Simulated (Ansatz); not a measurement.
Frontier orbitals of GaH₆O₃P, SMILES `[OH][Ga-]([OH])([OH])[PH3+]`.

Cartesian coordinates in Å:
```
O 0.991 -1.334 1.313
Ga 0.845 -0.271 -0.134
O 1.636 1.347 -0.085
O 0.601 -1.050 -1.740
P -1.580 0.509 0.250
H 1.572 -0.963 1.981
H 1.946 1.628 -0.948
H 0.655 -2.007 -1.693
H -1.878 1.270 1.398
H -2.193 1.334 -0.714
H -2.595 -0.462 0.371
```

The species carries charge 0 and has multiplicity 1. Correlated methods include outer-core shells of Ga, which these sets cover unevenly. Scalar relativity is left out up to krypton. The geometry is a stationary point of PBE0-D4/def2-TZVP. It is one conformer, not always the lowest. Basis def2-TZVPP, Ansatz 0.2.0.

| functional | HOMO (eV) | LUMO (eV) | gap (eV) |
| --- | --- | --- | --- |
| PBE | -6.43 | -0.98 | 5.45 |
| revPBE | -6.36 | -0.91 | 5.45 |
| r2SCAN | -6.76 | -0.71 | 6.05 |
| B97M-V | -6.86 | -0.88 | 5.98 |
| PBE0 | -7.96 | -0.08 | 7.88 |
| B3LYP | -7.73 | -0.41 | 7.32 |
| HSE06 (plane-wave form) | -7.55 | -0.46 | 7.09 |
| LC-ωPBE | -10.69 | 2.13 | 12.82 |
| ωB97M-V | -10.29 | 1.54 | 11.83 |
| HF | -11.53 | 2.84 | 14.37 |

Against PBE, PBE0 changes HOMO and LUMO by −1.52 and +0.91 eV, ωB97M-V by −3.85 and +2.52 eV. A gap of 5.45 eV thus becomes 11.82 eV for the same molecule, so an orbital gap means little without its functional. A positive LUMO is unbound and depends on the basis.

B3LYP here is the variant with VWN-RPA as its local correlation; programs differ in this. LC-ωPBE has ω = 0.4 bohr⁻¹.
